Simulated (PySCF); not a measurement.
C3H3BrF2. Atoms are numbered in the order given.

```xyz
9

F     -0.3214     2.4670    -1.0961
C     -0.2693     1.6598     0.0000
F     -0.3214     2.4670     1.0961
C      1.0199     0.9033     0.0000
C      1.1690    -0.4208     0.0000
Br    -0.2470    -1.6827     0.0000
H     -1.1572     1.0081     0.0000
H      1.9203     1.5272     0.0000
H      2.1495    -0.8994     0.0000
```

Geometry optimised at B3LYP-D3(BJ)/def2-SVP. The structure was generated by enumeration; whether it is a known compound was not checked. One conformer was computed; it need not be the lowest.

Calculation: PySCF with PBE/def2-TZVP.

Symmetry labels are those of the subgroup Cs that the program uses (full group Cs).

Problem. List the valence orbital energies around the gap with their symmetry. (An estimate is asked for; the answer gives what the named calculation found.)

Solution. 
```csv
orbital,symmetry,energy (eV)
HOMO−7,A',-10.15
HOMO−6,A",-10.09
HOMO−5,A',-9.71
HOMO−4,A",-9.55
HOMO−3,A",-8.82
HOMO−2,A',-8.31
HOMO−1,A',-7.34
HOMO,A",-6.76
LUMO,A",-2.03
LUMO+1,A',-1.27
LUMO+2,A',0.56
LUMO+3,A',1.24
```
